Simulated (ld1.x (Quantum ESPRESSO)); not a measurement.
Ranking TM potentials for vanadium (V)

All share these settings but for the change named:

ld1.x (Quantum ESPRESSO) 7.5 input, shortened:

```
&input
   title='V', zed=23., rel=1, dft='PZ', iswitch=3,
   config='[Ar] 3d3 4s2 4p0'
 /
 &inputp
   pseudotype=2, tm=.true., lloc=2,
   nlcc=.false.
 /
3
3S  1  0   2.00   0.00  1.45  1.45  0.0
3P  2  1   6.00   0.00  1.25  1.25  0.0
3D  3  2   3.00   0.00  2.15  2.15  0.0
 &test
   configts(1)='3s2 3p6 3d3 4s2 4p0'
 /
```

Occupied shells without a wave of their own: 4s. They enter only through the test configuration that unscreens the potential.

Test errors are all-electron minus pseudo excitation energies from the reference, over 3s2 3p6 3d3 4s1 4p0; 3s2 3p6 3d3 4s0 4p0; 3s2 3p6 3d2 4s0 4p0; 3s2 3p6 3d3 4s1 4p1; 3s2 3p6 3d3 4s1.5 4p0; 3s2 3p6 3d2 4s2 4p1; 3s2 3p6 3d3 4s0 4p1. None of these files shows a bound ghost.

The base gives 2757.2 meV.

Of 9 variants that were run, those that failed, showed a ghost or another fault, or gave nearly equal values are left out.

Problem. Rank these variants by their largest absolute test error, smallest first.
A. all radii scaled by about 0.77 (s 1.12, p 0.96, d 1.66 bohr)
B. all radii scaled by about 0.89 (s 1.28, p 1.12, d 1.92 bohr)
C. all radii scaled by about 0.85 (s 1.22, p 1.06, d 1.82 bohr)

Solution. A (72.2 meV), C (242.2 meV), B (606.1 meV).
